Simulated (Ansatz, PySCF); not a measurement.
CH8FNOSi2, SMILES [SiH2](O)N[SiH2]CF.

Geometry: B3LYP-D3(BJ)/def2-SVP. This is a generated structure with no PubChem entry under its InChIKey; it may be hypothetical. The values are those of a single conformer.

Vertical ionisation energy (IE) and electron affinity (EA) in eV. Rows of orbital energies are one-electron estimates. Where ΔSCF, EOM or ADC give a negative EA the extra electron is unbound and the value depends on the basis.

```csv
level,IE,EA
"−ε(HOMO), −ε(LUMO), CAM-B3LYP/def2-TZVP (PySCF)",9.10,-1.07
"−ε(HOMO), −ε(LUMO), PBE/def2-TZVP (PySCF)",6.33,0.76
"ΔSCF, PBE0/def2-SVPD (Ansatz), final states of multiplicity 2 and 2",9.59,-1.15
"ΔSCF, PBE/def2-SVPD (Ansatz), final states of multiplicity 2 and 2",9.16,-0.92
```

What vertical singlet–triplet gap does ΔSCF give with PBE0/def2-SVPD (Ansatz, a quantum-chemistry and plane-wave program) and with PBE/def2-SVPD (Ansatz)? (The exact figures need the calculation; the answer reports its results.)

6.08 and 5.52 eV (triplet above singlet where positive).
